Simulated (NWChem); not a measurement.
Ionisation of ethylmethylamine (C3H9N)

SMILES: CCNC
```xyz
13

C     -1.8772    -0.0990     0.2514
C     -0.4773    -0.5203    -0.1520
N      0.4845     0.5263     0.1017
C      1.8387     0.1848    -0.2491
H     -2.1669     0.8256    -0.2701
H     -2.6130    -0.8818     0.0146
H     -1.9382     0.0939     1.3355
H     -0.2165    -1.4801     0.3538
H     -0.4584    -0.7443    -1.2341
H      0.4350     0.8073     1.0787
H      2.5184     1.0099     0.0129
H      1.9181     0.0342    -1.3389
H      2.2253    -0.7412     0.2336
```
Charge 0, spin multiplicity 1.

Everything below was run with NWChem. The geometry was optimised at PBE0/def2-SVP, a minimum by its harmonic frequencies. It is one conformer; others weren't searched.

Basis set: def2-TZVP. −ε marks an orbital energy of the parent.

The correlated methods keep 4 core orbitals frozen. B3LYP has NWChem's definition, with VWN1-RPA local correlation.

One of these methods gave a first vertical ionisation energy of 7.72 eV. Which?
(A) −ε(HOMO) of B3LYP
(B) G0W0@PBE0
(C) −ε(HOMO) of LDA (SVWN5)
(D) −ε(HOMO) of BHandHLYP

D, −ε(HOMO) of BHandHLYP. The others give 5.01 (−ε(HOMO) of LDA (SVWN5)), 6.13 (−ε(HOMO) of B3LYP), 8.52 (G0W0@PBE0).
